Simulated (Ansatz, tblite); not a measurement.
Cost and result up the ladder for Cu3H (4 atoms). The state is a singlet with charge 0. Geometry: PBE-D4/def2-TZVP.

```xyz
4

Cu    0.402    0.542   -0.226
Cu   -1.317   -1.130   -0.244
Cu    0.010   -1.052    1.625
H     0.905    1.640   -1.155
```

Ansatz on 4 threads of Arm Neoverse V2 on a shared host; xTB runs through tblite on one thread. Times are rough, summed over both states, and most runs start from the orbitals of an earlier one. RPA@PBE/def2-TZVP serves as the yardstick here, not as an exact answer. The other state is a triplet at its own geometry, which has other bonds, so the gap mixes isomer and spin.

The xTB rows come from tblite. LC-ωPBE has ω = 0.4 bohr⁻¹. B3LYP takes the VWN-RPA correlation. Correlated methods freeze 27 core orbitals. The structure comes from a short search, and lower isomers may exist.

Run but left out: HF/STO-3G (triplet: ⟨S²⟩ 6.00, where a pure state has 2.00).

Correlated methods converge slowly with the basis.

xTB has no spin-polarisation term.

```
                          level  functions  triplet − singlet (eV)  difference from RPA@PBE/def2-TZVP (eV)
         CAM-B3LYP-D4/def2-TZVP        141                    0.85                                    0.15
              LC-ωPBE/def2-TZVP        141                    0.70                                    0.01
PBE0-D4/def2-TZVP (with forces)        141                    0.69                                    0.00
              RPA@PBE/def2-TZVP        141                    0.69                                    0.00
             B3LYP-D4/def2-TZVP        141                    0.81                                    0.12
             BHLYP-D4/def2-TZVP        141                    0.84                                    0.15
            r2SCAN-D4/def2-TZVP        141                    0.51                                   -0.18
                       GFN2-xTB         28                    5.20                                    4.51
                   HF/def2-TZVP        141                    0.32                                   -0.37
                       GFN1-xTB         29                    1.49                                    0.80
               PBE-D4/def2-TZVP        141                    0.62                                   -0.07
```

(1) Estimate how long each takes.

Answers

(1) GFN1-xTB 0.005 s; GFN2-xTB 0.005 s; PBE-D4/def2-TZVP 5 s; HF/def2-TZVP 5.3 s; LC-ωPBE/def2-TZVP 7.7 s; B3LYP-D4/def2-TZVP 8.3 s; PBE0-D4/def2-TZVP (with forces) 10 s; BHLYP-D4/def2-TZVP 11 s; CAM-B3LYP-D4/def2-TZVP 11 s; r2SCAN-D4/def2-TZVP 12 s; RPA@PBE/def2-TZVP 13 s. On shared hardware such times vary by a factor of up to 3.
